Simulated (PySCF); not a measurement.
A structure optimised at PBE-D3(BJ)/def2-SVP, used in a PySCF frequency run:

```
Zr
I 1 2.6928
I 1 2.6928 2 109.47
I 1 2.6928 2 109.47 3 120.00
I 1 2.6928 2 109.47 3 -120.00
```
Charge 0, spin multiplicity 1.

### Question
Write its SMILES, formula and point group.

### Answer
[I][Zr]([I])([I])[I], I4Zr, Td

### Question
What are its rotational constants (standard atomic weights)?

### Answer
0.20595, 0.20595, 0.20595 GHz
